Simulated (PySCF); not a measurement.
# How well do the runs reproduce experiment for perfluoropropane?

**The experiment to reproduce.**

From NIST CCCBDB Release 22 (SRD 101), experimental polarizabilities, for the gas: mean polarisability 6.525 Å³.

How close the calculation comes is told at the end.

Compound: perfluoropropane, C3F8.
SMILES with atom numbers: `[F:1][C:2]([F:3])([F:4])[C:5]([F:6])([F:7])[C:8]([F:9])([F:10])[F:11]`

Structure used (PBE0-D3(BJ)/def2-SVP), in Å, numbered top down from 1:
```xyz
11
C3F8 angstrom
F      1.2318    0.7257   -1.4118
C      1.2717   -0.1045   -0.3808
F      1.8426    0.5073    0.6445
F      1.9931   -1.1646   -0.7064
C     -0.1537   -0.5678   -0.0050
F     -0.0539   -1.4010    1.0355
F     -0.6647   -1.2219   -1.0521
C     -1.1387    0.5594    0.3789
F     -1.3085    1.3899   -0.6381
F     -2.3048    0.0197    0.6943
F     -0.6799    1.2370    1.4203
```

The PySCF runs (gas phase, on this PBE0-D3(BJ)/def2-SVP geometry; no spin–orbit coupling):

| level | job | basis functions |
| --- | --- | --- |
| CAM-B3LYP/def2-SVPD | 10 singlets by full TDDFT, 4 Tamm–Dancoff triplets, polarisability | 244 |

Results beside the measurements:

**Mean polarisability.** Measured: 6.525 Å³ (NIST CCCBDB Release 22 (SRD 101), experimental polarizabilities).

```csv
level,computed (Å³),computed − measured (Å³),% (from the printed values)
CAM-B3LYP/def2-SVPD,6.545,+0.020,0
```

The computed values are static and purely electronic, with core orbitals frozen in the response (1 au = 0.148185 Å³). The table of measured values doesn't say here whether a value is static or optical, or holds a vibrational part.

No measured geometry was used, and the causes of the misses weren't examined.
